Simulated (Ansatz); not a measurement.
Cd₂S₂⁻. The state is a doublet with charge -1. Geometry r2SCAN-D4/def2-SVP, that of the neutral singlet; atoms count from 1.

Cartesian coordinates in Å:
```
Cd 0.211 1.870 -1.336
Cd -0.211 -1.869 1.338
S 0.882 -0.500 -0.560
S -0.883 0.500 0.559
```

In the def2 sets Cd takes a core potential; there is no spin–orbit coupling. Another isomer (singlet) lies 0.06 eV lower at PBE-D4/def2-TZVP.

Q: Estimate the Mulliken populations from the PBE0/def2-TZVPD orbitals of Ansatz.

A: 
| atom | charge (e) | spin (α − β) | d electrons |
| --- | --- | --- | --- |
| Cd1 | -0.06 | 0.35 | 9.99 |
| Cd2 | -0.06 | 0.35 | 9.99 |
| S3 | -0.44 | 0.15 | – |
| S4 | -0.44 | 0.15 | – |
Mulliken values and Mayer orders depend strongly on the basis. With diffuse functions, as here, like atoms can get unlike values, and bond orders can come out too low or too high.

Q: Where does the spin sit?

A: Summed by element: Cd 0.70, S 0.30, of 1 unpaired in all. Largest on single atoms: Cd1 0.35, Cd2 0.35, S4 0.15.

Q: And the Mayer bond orders between bonded heavy atoms (over 0.3)?

A: Cd1–S3 0.44 (2.58 Å); Cd1–S4 0.44 (2.58 Å); Cd2–S3 0.44 (2.58 Å); Cd2–S4 0.44 (2.58 Å); S3–S4 0.76 (2.32 Å). Values over 0.3 also appear between atoms too far apart for a bond (Cd1–Cd2 0.44 at 4.62 Å); they arise where an orbital or an unpaired electron spreads over both atoms.
